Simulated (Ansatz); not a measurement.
Relaxation of H₇NOSn (10 atoms, charge 0, multiplicity 1), to a largest force component of 0.03 eV/Å in at most 50 steps.

These are results of RKS CAM-B3LYP-D4/def2-SVP in Ansatz 0.2.0, not measurements.

```xyz
10
Properties=species:S:1:pos:R:3
Sn -0.064 -0.240 -0.035
H -0.053 -0.095 1.689
H 1.515 -0.298 -0.667
O -0.843 1.454 -0.731
H -1.739 1.372 -1.071
H -1.034 -1.543 -0.577
N 0.933 2.490 1.530
H 1.845 2.449 1.073
H 0.224 2.597 0.802
H 0.761 1.567 1.969
```

Task: Where does it end, and by what steps?

Result: It converged. After 9 steps the energy has fallen by 0.146 eV; H10 moved furthest, 0.61 Å.

```tsv
step	energy less start (eV)	largest force component (eV/Å)	accepted
0	0.0000	0.956	yes
1	-0.0835	0.447	yes
2	-0.1054	0.997	yes
3	-0.1085	0.820	yes
4	-0.1418	0.087	yes
5	-0.1436	0.137	yes
6	-0.1445	0.114	yes
7	-0.1456	0.085	yes
8	-0.1457	0.062	yes
9	-0.1462	0.022	yes
```

```xyz
10
Properties=species:S:1:pos:R:3
Sn -0.100 -0.373 -0.060
H -0.337 -0.591 1.618
H 1.541 -0.302 -0.497
O -0.831 1.405 -0.595
H -1.783 1.412 -0.750
H -0.957 -1.557 -0.953
N 1.020 2.704 1.372
H 1.897 2.371 0.975
H 0.281 2.552 0.682
H 0.814 2.133 2.189
```

Whether the end is a true minimum wasn't checked by a vibrational analysis.

Run time: 24 s on 2 threads of Arm Neoverse V2, with other jobs on the host, peak memory 0.21 GiB.
